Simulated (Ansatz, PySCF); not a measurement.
C2H2F3, SMILES FC[C](F)F, multiplicity 2. Atoms are numbered in the order given.

```xyz
7

F     -1.6648     0.5451     0.0000
C     -0.9116    -0.6206     0.0000
C      0.5477    -0.3360     0.0000
F      1.0479     0.2256     1.0935
F      1.0479     0.2256    -1.0935
H     -1.1613    -1.2054    -0.8998
H     -1.1613    -1.2054     0.8998
```
Charge 0, spin multiplicity 2.

Coordinates come from a B3LYP-D3(BJ)/def2-SVP optimisation. The isomer is the one that the SMILES or the coordinates give; other isomers of the formula were not compared. The values are those of a single conformer.

Two levels are set side by side: PBE-D3(BJ)/def2-SVP (Ansatz, a quantum-chemistry and plane-wave program) and B3LYP-D3(BJ)/def2-SVP (PySCF). Each level has its own optimised geometry; the coordinates shown are those of the second. Frequencies come from the Hessian of PySCF at each geometry. Differences are taken from unrounded values.

| quantity | B3LYP-D3(BJ) | PBE-D3(BJ) | PBE-D3(BJ) minus B3LYP-D3(BJ) |
|---|---|---|---|
| mean bond length (Å) | 1.289 | 1.296 | 0.008 |
| bond F1–C2 (Å) | 1.388 | 1.399 | 0.011 |
| bond C2–C3 (Å) | 1.487 | 1.486 | 0.000 |
| bond C3–F4 (Å) | 1.327 | 1.336 | 0.009 |
| bond C3–F5 (Å) | 1.327 | 1.336 | 0.009 |
| bond C2–H6 (Å) | 1.102 | 1.111 | 0.009 |
| bond C2–H7 (Å) | 1.102 | 1.111 | 0.009 |
| highest harmonic wavenumber (cm⁻¹) | 3126 | 3048 | -77 |
| mean harmonic wavenumber (cm⁻¹) | 1183 | 1145 | -38 |
| zero-point energy (kcal/mol) | 25.38 | 24.56 | -0.82 |

Exact exchange shortens and stiffens bonds; PBE has none. Differences between two approximate levels are no errors against the true value.
